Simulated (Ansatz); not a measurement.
F₄V (SMILES [F][V+]([F])([F])[F]), charge +1, singlet, at a GFN2-xTB geometry (such geometries of metal compounds can be far from the true shape) (the multiplicity is a formal guess); Ansatz (a quantum-chemistry and plane-wave program) with PBE/STO-3G.

Ansatz was given this input:
Ansatz 0.2 input:
```yaml
crystal:
  periodic: [false, false, false]
  atoms:
    - {symbol: V, position_ang: [-0.00000000, -0.00000000, -0.00000000]}
    - {symbol: F, position_ang: [1.05787016, 0.73619422, -0.92212232]}
    - {symbol: F, position_ang: [0.75522470, -0.97142821, 0.99867095]}
    - {symbol: F, position_ang: [-0.99429019, -0.84029363, -0.90370040]}
    - {symbol: F, position_ang: [-0.81880467, 1.07552761, 0.82715177]}
basis:
  gaussian:
    orbitals: STO-3G
hamiltonian:
  xc: pbe
total_charge: 1
```

What does Ansatz print? Leave out banner, timings and long lists.


```
Functional definition: PBE
540 factors; integrals over basis functions are off by at most 5.2e-4 eV
mean field evaluation 1: about -36111.2967 eV, gradient 5.6e1 eV
mean field evaluation 2: about -35955.6982 eV, gradient 2.7e2 eV
mean field evaluation 4: about -36119.7339 eV, gradient 3.4e0 eV
mean field evaluation 8: about -36119.6181 eV, gradient 6.8e-1 eV
mean field evaluation 16: about -36119.6202 eV, gradient 2.8e-4 eV
mean field -36119.62015019 eV, -1327.3715577616 hartree, gradient 1.4e-5 eV, S^2 0.000000; 0 other end points of the search recorded, 0 dependent functions left out
reference -36119.62017035 eV, -1327.3715585023 hartree; 29, 29 occupied and 9, 9 virtual orbitals, 540 factors
Total energy: -36119.62017035 eV, -1327.3715585023 hartree
```
